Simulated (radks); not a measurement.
Excited configurations of Kr I: one electron is placed in a higher orbital outside [Ar] 3d10 4s2 4p5. The ground configuration is [Kr]. Method: Dirac Kohn-Sham, BLYP, spin-unpolarised, spherical densities, finite nucleus; open shells are shared between the two j in proportion to 2j + 1; Fermi nuclear charge, rms radius 4.1884 fm; computed with a radial shooting solver on a logarithmic mesh with Libxc functionals. Excitation = E - E(ground); binding = E(ion) - E, where the ion is the core of charge +1; n* = 1/sqrt(2 binding) in atomic units, and the quantum defect is n - n*. Eigenvalue and <r> are those of j = l + 1/2.

outer orbital  excitation (eV)  binding (eV)     n*  quantum defect  eigenvalue (eV)  <r> (bohr)
4d                      12.260         1.875  2.694           1.306           -0.494       7.829
5s                      10.102         4.032  1.837           3.163           -2.087       5.358
5p                      11.633         2.501  2.332           2.668           -1.157       7.425
6s                      12.296         1.838  2.720           3.280           -1.034       11.56

The Delta-SCF ionisation energy is 14.134 eV (NIST Atomic Spectra Database: 14.000 eV, measured). Self-interaction in the functional shifts the binding energies and quantum defects, so they are the method's values and not measured ones. Spin polarisation and multiplet splitting are left out, so open shells lie too high by an amount that depends on their filling. Sharing an open shell by 2j + 1 raises it above the true ground level by a part of the spin-orbit splitting, which enters the differences from NIST.

Beside tabulated values, note that spin-unpolarised runs miss the spin-polarisation part of the exchange energy of open shells.
